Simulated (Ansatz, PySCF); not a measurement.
Species: C2H6BO, net charge 0, doublet state. It need not be the lowest isomer of its formula. SMILES: CB(C)[O]
Geometry: optimised at B3LYP-D3(BJ)/def2-TZVP (Ansatz, a quantum-chemistry and plane-wave program).

Property: atomisation energy (electronic, to ground-state atoms), in kcal/mol. Valence correlation only, unless marked. UHF or UKS for open shells. No spin-orbit coupling. No relativistic terms. The coupled-cluster limit lacks core correlation, which all-electron functionals hold. Basis-set limits of correlation are two-point, X^-3; Hartree-Fock from the larger set. The bracket is a focal-point correction in the basis named.

| level | program | atomisation energy (kcal/mol) |
|---|---|---|
| HF/aug-cc-pVDZ | Ansatz | 706.4 |
| HF-D4/def2-TZVPD | PySCF + dftd4 | 729.5 |
| BLYP/def2-TZVPD | Ansatz | 935.9 |
| B97M-V/def2-TZVPD | Ansatz | 944.7 |
| B3LYP-D3(BJ)/def2-TZVPD | Ansatz + dftd3 | 944.0 |
| B3LYP-D4/def2-TZVPD | Ansatz + dftd4 | 943.2 |
| PBE0-D3(BJ)/def2-TZVPD | Ansatz + dftd3 | 945.2 |

### Question
Estimate the value at RI-MP2/CBS(cc-pVTZ,cc-pVQZ)+[CCSD(T)-MP2]/cc-pVTZ as computed with Ansatz.

### Answer
934.7 kcal/mol, so PBE0-D3(BJ)/def2-TZVPD differs from it by 10.5 kcal/mol.
